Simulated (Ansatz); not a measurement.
Relaxation of ClFH6W (9 atoms, charge 0, multiplicity 1), to a largest force component of 0.03 eV/Å in at most 50 steps.

Computed with Ansatz, RHF/def2-SVP.

```xyz
9
Properties=species:S:1:pos:R:3
W 0.089 0.082 -0.278
Cl -0.460 0.619 3.234
H 0.713 -0.916 -1.462
H 0.312 1.740 -0.372
F -1.602 -0.421 0.208
H 1.301 -0.954 0.231
H 0.111 0.709 -1.825
H 1.154 0.739 0.882
H 0.694 0.946 2.680
```

Q: Where does it end, and by what steps?

A: The forces met the threshold. The force dipped under the threshold on the way, but the program's further checks kept it going. After 8 steps the energy has fallen by 0.148 eV; H9 moved furthest, 0.89 Å.

```csv
step,energy less start (eV),largest force component (eV/Å),accepted
0,0.0000,1.318,yes
1,-0.0870,0.546,yes
2,-0.1032,1.011,yes
3,-0.1403,0.043,yes
4,-0.1455,0.059,yes
5,-0.1471,0.104,yes
6,-0.1480,0.009,yes
7,-0.1483,0.081,yes
8,-0.1485,0.026,yes
```

```xyz
9
Properties=species:S:1:pos:R:3
W 0.103 0.054 -0.452
Cl -0.516 0.670 3.530
H 0.690 -0.972 -1.635
H 0.346 1.706 -0.562
F -1.562 -0.423 0.150
H 1.333 -0.969 0.044
H 0.085 0.668 -2.007
H 1.154 0.698 0.678
H 0.678 1.111 3.554
```

Whether the end is a true minimum wasn't checked by a vibrational analysis.

Run time: 20 s on 1 thread of Arm Neoverse V1, on a shared host, peak memory 0.17 GiB.
